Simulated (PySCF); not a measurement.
Precursor series Ta F-OH. Isolated molecules, 0 K electronic values unless said otherwise. One relaxed conformer stands for each flexible species; it need not be the lowest.

Calculation: PBE-D3(BJ)/def2-TZVP // r2SCAN-D4/def2-SVP (PySCF). All candidates: neutral, multiplicity 1. 

| Item | Result |
|---|---|
| LUMO | -2.25 eV |
| HOMO | -7.85 eV |
| HOMO–LUMO gap | 5.60 eV |

Question: Which member has these values?
A. [Ta(F)(OH)4]
B. [Ta(F)2(OH)3]
C. [Ta(OH)5]
D. [Ta(F)4(OH)]

Answer: B, [Ta(F)2(OH)3]. The others give [Ta(OH)5]: -1.72 eV, -6.89 eV, 5.17 eV; [Ta(F)4(OH)]: -2.62 eV, -8.82 eV, 6.20 eV; [Ta(F)(OH)4]: -1.88 eV, -7.52 eV, 5.64 eV
